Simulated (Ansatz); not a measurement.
Compare A (`N=C([SiH3])S`) with its isomer B (`SC1N[SiH2]1`).

Computed with Ansatz on PBE0-D4/def2-TZVP structures; ΔE is electronic, products minus reactants. CBS: MP2 limit from def2 TZ/QZ plus the TZ coupled-cluster correction, frozen cores. Functionals use def2-TZVPP. One conformer a species, not always the lowest.

Problem. Which isomer does CCSD(T)/CBS put lower? Give the gap. (An estimate is asked.)

Solution. Computed: A, by 6.3 kcal/mol.

Problem. Give E(B) − E(A) in kcal/mol with BLYP-D4, CCSD(T)/def2-TZVPP, PBE0-D4, CCSD/def2-TZVPP, ωB97M-V, MP2/def2-TZVPP, HF/def2-TZVPP. (Estimate.)

Solution. Ansatz gave: BLYP-D4 11.7, CCSD(T)/def2-TZVPP 7.8, PBE0-D4 4.5, CCSD/def2-TZVPP 7.4, ωB97M-V 5.1, MP2/def2-TZVPP 4.8, HF/def2-TZVPP 11.4. None reverses the order clearly.

Problem. Does the order hold for the free energy at 298.15 K (harmonic terms from PBE0-D4)? (Estimate.)

Solution. Ansatz gave: Yes: G(B) − G(A) = +9.8 kcal/mol, for one conformer each. Modes under 60 cm⁻¹, often nearly free rotors, make the harmonic entropy too high.

Largest T1 diagnostic: 0.014.

Leaving LDA and LC-ωPBE aside and taking each functional with its dispersion term where it has one, the values, not all of them listed here, spread over 8.3 kcal/mol, from PBE-QIDH to BLYP-D4. LDA lies −5.3 kcal/mol from PBE without D4. From r2SCAN to r2SCAN0 (25 % exact exchange), in def2-TZVPP and without D4, E(B) − E(A) moves by −2.1 kcal/mol.
